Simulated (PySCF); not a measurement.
C3H7FSi, SMILES F[C@H]1C[C@@H]1[SiH3].

Coordinates come from a B3LYP-D3(BJ)/def2-SVP optimisation. The structure was generated by enumeration; whether it is a known compound was not checked.

Two levels are set side by side: PBE/def2-TZVP (PySCF) and CAM-B3LYP/def2-TZVP (PySCF). Same geometry, gas phase. Differences are taken from unrounded values.

```tsv
quantity	CAM-B3LYP
orbital gap (eV)	11.14
highest occupied level (eV)	-9.56
lowest empty level (eV)	1.58
dipole moment (D)	1.23
mean polarisability (bohr³)	60.7
```

### Question
What does PBE give, and how far is it from CAM-B3LYP? (An estimate is asked for; the answer gives what the named calculation found.)

### Answer

| quantity | PBE | PBE minus CAM-B3LYP |
|---|---|---|
| orbital gap (eV) | 6.61 | -4.53 |
| highest occupied level (eV) | -6.75 | 2.81 |
| lowest empty level (eV) | -0.14 | -1.72 |
| dipole moment (D) | 1.03 | -0.21 |
| mean polarisability (bohr³) | 63.6 | 2.9 |

PBE's occupied levels lie high since its potential decays too fast outside the molecule; exact exchange lowers them and widens the gap. PBE's more diffuse valence density responds more strongly to a field. Differences between two approximate levels are no errors against the true value.

Rough cost on one machine, each run with all the roots and properties that it gave: CAM-B3LYP against PBE within a factor of 2.
